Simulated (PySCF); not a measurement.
**One molecule, many functionals**

C₃H₄FNOSi.
InChI=1S/C3H4FNOSi/c4-1-2-6-7-3-5/h1-2H,7H2/b2-1-

Linear-response calculations in the def2-SVPD basis (PySCF; singlets by full response, triplets Tamm–Dancoff, core orbitals frozen in the response; HF means time-dependent Hartree–Fock). 'Strongest' is the level of largest summed f among the singlets computed (10 roots, of which the last may lack a degenerate partner); it can jump between rows when another state enters that window. S1 is the lowest singlet of each run and needn't be the same state throughout; f(S1) is that of one state. The structure is a single PBE0-D3(BJ)/def2-SVP conformer in the gas phase; no vibrational or solvent corrections.

```csv
functional,kind,S1 (eV),f(S1),strongest (eV),T1 (eV),HOMO (eV),gap (eV),"ionisation energy, ΔSCF (eV)"
LDA,LDA,4.00,0.001,6.15,3.91,-6.32,3.96,9.62
PBE,GGA,4.06,0.001,6.12,3.96,-6.12,4.02,9.38
B3LYP,"global hybrid, 20% exact exchange",4.92,0.000,6.74,4.32,-7.18,5.84,9.64
PBE0,"global hybrid, 25% exact exchange",5.08,0.000,6.89,4.27,-7.39,6.25,9.61
BHandHLYP,"global hybrid, 50% exact exchange",5.97,0.001,7.37,4.24,-8.55,8.43,9.65
wB97X-D,range-separated hybrid,5.75,0.000,7.17,4.42,-9.27,9.94,9.67
LC-wPBE,range-separated hybrid,6.35,0.001,7.17,4.15,-10.10,11.25,9.76
HF,Hartree–Fock,6.15,0.000,7.69,3.84,-10.25,12.37,not settled
```

**Question.** What does CAM-B3LYP (range-separated hybrid) give?

**Answer.** S1 (eV) 5.72, f(S1) 0.000, strongest (eV) 7.12, T1 (eV) 4.28, HOMO (eV) -8.77, gap (eV) 8.74, ionisation energy, ΔSCF (eV) 9.73. S1 runs from 4.00 eV (LDA) to 6.35 eV (LC-wPBE), a spread of 2.35 eV, while the orbital gap spreads over 8.4 eV. Along PBE (0%), B3LYP (20%), PBE0 (25%), BHandHLYP (50%), HF (100%) S1 rises with the share of exact exchange. −ε(HOMO) comes closest to its own ΔSCF ionisation energy with LC-wPBE (+0.34 eV) and misses most with LDA (-3.30 eV). 'Not settled' means that the ion's SCF failed to converge or may have ended in another state than the lowest.
